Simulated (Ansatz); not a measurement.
Isomers of CH$_{7}$FOSi$_{2}$, relaxed with PBE0-D4/def2-TZVP in Ansatz; electronic energies, one conformer each and not always the lowest. Functionals use def2-TZVPP; CBS adds triple-zeta CCSD(T) − MP2 to the MP2 limit of def2-TZVPP and def2-QZVPP.

Task: Order them by energy at frozen-core CCSD(T)/CBS, lowest first. (Estimate.)
A. `CO[SiH](F)[SiH3]`
B. `FC([SiH3])O[SiH3]`
C. `C[Si](O)(F)[SiH3]`

Result: C (0.0 kJ/mol), A (107.5 kJ/mol), B (334.7 kJ/mol).

Task: How do MP2/CBS(def2), B3LYP-D4, r2SCAN-D4, B2PLYP place them (kJ/mol, against `C[Si](O)(F)[SiH3]`)? (An estimate is asked.)

Result: The calculation gave: 
```json
{"isomer": "`CO[SiH](F)[SiH3]`", "MP2/CBS(def2)": "113.8", "B3LYP-D4": "100.2", "r2SCAN-D4": "108.7", "B2PLYP": "101.6"}
{"isomer": "`FC([SiH3])O[SiH3]`", "MP2/CBS(def2)": "345.8", "B3LYP-D4": "319.4", "r2SCAN-D4": "331.4", "B2PLYP": "324.1"}
```

B3LYP here is the variant with VWN-RPA as its local correlation; programs differ in this.
